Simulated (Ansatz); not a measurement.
Z-matrix (Å, degrees):
```
Ti
C 1 2.349
F 1 1.784 2 144.6
C 1 2.354 2 34.9 3 -63.3
C 1 2.362 2 57.8 3 15.0
O 1 1.819 2 93.6 3 124.3
F 1 1.781 2 100.8 3 -129.4
C 1 2.375 2 58.1 3 -26.3
C 1 2.364 2 34.8 3 52.2
H 1 2.406 2 112.7 3 133.4
H 2 1.080 1 117.2 3 -174.5
H 4 1.079 1 117.0 2 -121.4
H 5 1.081 1 117.4 2 159.5
C 8 1.495 1 119.9 2 -160.6
H 9 1.079 1 116.9 2 121.8
C 14 1.519 8 114.4 1 69.1
H 14 1.094 8 108.4 1 -54.0
H 14 1.097 8 108.1 1 -168.5
H 16 1.093 14 111.3 8 -58.7
H 16 1.092 14 111.6 8 61.9
H 16 1.091 14 110.5 8 -178.6
```

Charge 0, multiplicity 1.

(1) List the ωB97M-V/def2-TZVPP orbital energies in eV (Ansatz 0.2.0). (Estimate.)

Answers

(1) Computed: Occupied: -4881.35, -676.66, -676.66, -550.01, -526.02, -458.53, -458.52, -458.49, -282.34, -282.15, -282.12, -282.09, -282.07, -281.82, -281.33, -70.43, -45.92, -45.89, -45.72, -34.19, -34.05, -29.83, -28.17, -25.05, -23.26, -22.77, -20.46, -18.48, -18.15, -17.20, -16.18, -15.65, -14.89, -14.86, -14.72, -14.48, -14.27, -14.21, -13.96, -13.95, -13.85, -13.60, -13.51, -12.69, -12.62, -12.43, -12.25, -11.80, -9.74, -9.38. Lowest empty: 0.48, 0.62, 0.69, 1.09, 1.78, 1.84, 2.74, 2.97.
